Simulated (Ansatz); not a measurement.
Be9O9H26. Charge 0, multiplicity 1. Geometry r2SCAN-D4/def2-SVP, loosely relaxed, basis def2-TZVP, Ansatz.

```xyz
44

Be    1.582    2.085    0.207
Be    2.331   -0.248   -1.370
Be    1.348   -0.432    1.180
Be   -0.032    2.043   -2.242
Be   -0.524    1.670    1.837
Be   -0.364    0.039   -0.347
Be   -1.007   -2.246    1.323
Be   -2.518   -0.520    1.720
Be   -0.832   -0.982    3.269
O     2.714    1.043   -0.496
O     0.776    2.772   -1.072
O     1.582    0.913   -2.721
O     0.383    0.880    0.833
O     1.012   -0.958   -0.539
O     0.290   -1.502    2.098
O    -0.888    0.793   -1.622
O    -1.470    0.479    2.634
O    -1.581   -0.940    0.336
H     2.042    2.905    1.215
H     3.131   -1.140   -2.041
H     2.599   -0.576    1.713
H     1.827   -3.833    0.916
H    -0.479    2.617   -3.409
H    -0.938    2.925    2.116
H    -3.535    1.974   -0.060
H     0.956   -3.639   -1.997
H    -1.000   -3.506    0.825
H    -3.273    0.780   -3.504
H    -3.855   -0.357    1.633
H    -0.733   -1.223    4.592
H    -1.998   -1.824    2.484
H     3.485    0.957    0.083
H     2.487   -3.494    1.085
H     0.675    3.728   -0.979
H    -2.864    2.291   -0.219
H     2.279    1.598   -2.686
H     1.573    0.558   -3.625
H     1.567   -3.212   -2.153
H     0.963   -1.904   -0.768
H     0.926   -2.123    2.499
H    -2.750    1.322   -3.615
H    -1.704    0.613   -2.106
H    -1.988    0.962    3.305
H    -2.195   -1.287   -0.333
```

| run | HOMO (eV) | LUMO (eV) |
| --- | --- | --- |
| A | -5.87 | -1.23 |
| B | -9.72 | 0.85 |
| C | -5.60 | -1.78 |
| D | -5.66 | -1.99 |
| E | -6.87 | -0.98 |

LC-ωPBE has ω = 0.4 bohr⁻¹. Single mean-field runs in def2-TZVP are fitted with def2-universal-jkfit. In the singlet geometry the species has come apart into loosely held pieces. In the singlet, H25 and H35 lie 0.76 Å apart, H22 and H33 lie 0.76 Å apart, H28 and H41 lie 0.76 Å apart (atoms count from 1), so H2 has formed as a molecule.

Problem. The runs used LC-ωPBE, LDA (SPW92), PBE, PBE0, r2SCAN. Estimate which is which.

Solution. A r2SCAN (0 % exact exchange); B LC-ωPBE (range-separated); C PBE (0 % exact exchange); D LDA (SPW92) (0 % exact exchange); E PBE0 (25 % exact exchange). Exact exchange lowers occupied and raises empty levels; among semilocal functionals meta-GGAs tend to open the gap a little, and such runs are hard to tell apart. The gap grows from 3.67 eV (LDA (SPW92)) to 10.57 eV (LC-ωPBE). The geometry of the charge 0 singlet is only loosely relaxed.
